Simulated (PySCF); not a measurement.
# Frontier levels across methods

Species: C3H9PSi.
Structure used (PBE0-D3(BJ)/def2-SVP), in Å, numbered top down from 1:
```xyz
14
C3H9PSi angstrom
P      1.8249   -1.7529    0.9650
Si     0.9630   -0.4114   -0.6480
C     -0.8407   -0.1165   -0.2769
C     -1.5363    1.1338   -0.7579
C     -1.2428    0.9676    0.6957
H      1.8133   -0.7164    1.9492
H      3.1825   -1.5075    0.5915
H      1.1504   -1.1136   -1.9559
H      1.6477    0.9198   -0.7236
H     -1.4608   -1.0200   -0.2513
H     -0.9543    1.8699   -1.3209
H     -2.5724    1.0399   -1.0952
H     -0.4569    1.5894    1.1367
H     -2.0733    0.7578    1.3752
```

Basis pcSseg-1 throughout (PySCF), one geometry. Geometry: PBE0-D3(BJ)/def2-SVP, one conformer, isolated molecule.

How do the orbital energies, the gap and the dipole change with the method?

| method | kind | HOMO (eV) | LUMO (eV) | gap (eV) | μ (D) | SCF cycles |
| --- | --- | --- | --- | --- | --- | --- |
| BLYP | GGA | -6.09 | -0.13 | 5.96 | 1.17 | 13 |
| B97-D | GGA | -6.22 | -0.16 | 6.07 | 1.23 | 14 |
| PBE | GGA | -6.27 | -0.28 | 5.98 | 1.26 | 14 |
| OPBE | GGA | -6.27 | -0.14 | 6.12 | 1.36 | 14 |
| KT2 | GGA | -6.32 | -0.37 | 5.95 | 1.22 | 14 |
| KT3 | GGA | -6.33 | -0.27 | 6.05 | 1.19 | 14 |
| LDA | LDA | -6.35 | -0.48 | 5.87 | 1.29 | 13 |
| BP86 | GGA | -6.37 | -0.36 | 6.01 | 1.28 | 13 |
| B3LYP | global hybrid | -7.15 | 0.39 | 7.53 | 1.21 | 12 |
| B97-2 | global hybrid | -7.15 | 0.56 | 7.71 | 1.29 | 12 |
| PBE0 | global hybrid | -7.38 | 0.57 | 7.95 | 1.31 | 12 |
| mPW1PW91 | global hybrid | -7.41 | 0.58 | 7.98 | 1.31 | 12 |
| BHandHLYP | global hybrid | -8.35 | 1.50 | 9.85 | 1.25 | 12 |
| CAM-B3LYP | range-separated hybrid | -8.63 | 1.64 | 10.27 | 1.23 | 12 |
| wB97X-D | range-separated hybrid | -9.21 | 2.28 | 11.49 | 1.35 | 12 |
| HF | Hartree–Fock | -9.89 | 3.70 | 13.59 | 1.35 | 10 |
| LC-wPBE | range-separated hybrid | -9.99 | 2.74 | 12.73 | 1.37 | 12 |

The HOMO spans 3.90 eV, from BLYP down to LC-wPBE, and the gap runs from 5.87 eV (LDA) to 13.59 eV (HF). Over the methods BLYP (0 %), B97-D (0 %), PBE (0 %), OPBE (0 %), KT2 (0 %), KT3 (0 %), LDA (0 %), BP86 (0 %), B3LYP (20 %), B97-2 (21 %), PBE0 (25 %), mPW1PW91 (25 %), BHandHLYP (50 %), HF (100 %), a straight line through the gap against the share of exact exchange rises by 0.76 eV for each 10 % (correlation coefficient 0.999). The dipole ranges from 1.17 D (BLYP) to 1.37 D (LC-wPBE). This basis has no diffuse functions.
